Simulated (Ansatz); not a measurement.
Consider the ligand exchange at the Si–O bond: `C[SiH2]BO[SiH3]` + `NCCO` → `OCCN[SiH3]` + `C[SiH2]BO`.

Computed with Ansatz on PBE0-D4/def2-TZVP structures; ΔE is electronic, products minus reactants. CBS: MP2 limit from def2 TZ/QZ plus the TZ coupled-cluster correction, frozen cores. This one scheme is used for every species. DFT in def2-TZVPP. Each species was taken in one conformer, which may not be the lowest.

CCSD(T)/CBS gives +8.3 kcal/mol.

(1) Another level gave +8.5 kcal/mol. Which?
A. HF/def2-TZVPP
B. r2SCAN-D4/def2-TZVPP
C. PBE/def2-TZVPP
D. B2PLYP/def2-TZVPP

Largest T1 diagnostic among the species: 0.013.

## Answers

(1) D. B2PLYP 8.5, PBE 6.2, r2SCAN-D4 7.4, HF/def2-TZVPP 11.4 kcal/mol.

In def2-TZVPP, CCSD(T) changes the Hartree–Fock value by −3.2 kcal/mol (the triples alone add −0.5 kcal/mol) and MP2 by −3.5 kcal/mol. From PBE to PBE0 (25 % exact exchange), in def2-TZVPP and without D4, ΔE moves by +0.7 kcal/mol.
